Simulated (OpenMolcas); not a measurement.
## The standard entropy of CH5BFNO (SMILES COB(N)F) from a frequency calculation

A singlet with charge 0, relaxed at HF/6-31G* (Cartesian functions) (OpenMolcas 26.06):

```xyz
10

C    -1.3456    0.2658   -0.4858
O    -0.0974    0.1102   -1.0939
B     1.0297   -0.1416   -0.3940
N     1.1036   -0.2785    1.0036
F     2.1502   -0.2675   -1.0969
H    -1.3477    1.1042    0.2041
H    -1.6393   -0.6319    0.0498
H    -2.0726    0.4568   -1.2621
H     0.3315   -0.2039    1.6237
H     1.9705   -0.4645    1.4543
```

Harmonic wavenumbers in cm⁻¹: 138, 149, 246, 397, 433, 509, 549, 712, 865, 978, 1230, 1301, 1327, 1482, 1524, 1657, 1660, 1661, 1803, 3201, 3256, 3311, 3854, 3953.

Masses in u: C 12.011, O 15.999, B 10.81, N 14.007, F 18.998, H 1.008. Take T = 298.15 K, p = 1 bar, R = 8.3145 J/(mol K), kT/hc = 207.22 cm⁻¹, rigid rotor and harmonic oscillator.

Question: Work out S° at 298 K.

Answer: 
1. Translation (Sackur–Tetrode): S = R[3/2 ln M + 5/2 ln T − 1.1517] with M = 76.865 gives 163.0 J/(mol K).
2. Rotation: principal moments 55.411, 127.588, 179.852 u Å² give A, B, C = 0.3042, 0.1321, 0.0937 cm⁻¹; the symmetry number is σ = 1; q = (√π/σ)√((kT/hc)³/ABC) = 86163; S = R(ln q + 3/2) = 107.0.
3. Vibration: with u = ν̃/207.22, each mode gives R[u/(eᵘ − 1) − ln(1 − e⁻ᵘ)]; the sum is 45.9, most from 138 cm⁻¹ (11.8), 149 cm⁻¹ (11.2), 246 cm⁻¹ (7.4).
4. Spin: R ln 1 = 0.0.
5. Sum: 163.0 + 107.0 + 45.9 + 0.0 = 315.9 J/(mol K).

No measured value is set beside it here. Where a soft mode is a torsion, a harmonic oscillator describes it poorly. One conformer is counted; others would raise S. Unscaled Hartree–Fock wavenumbers run high.
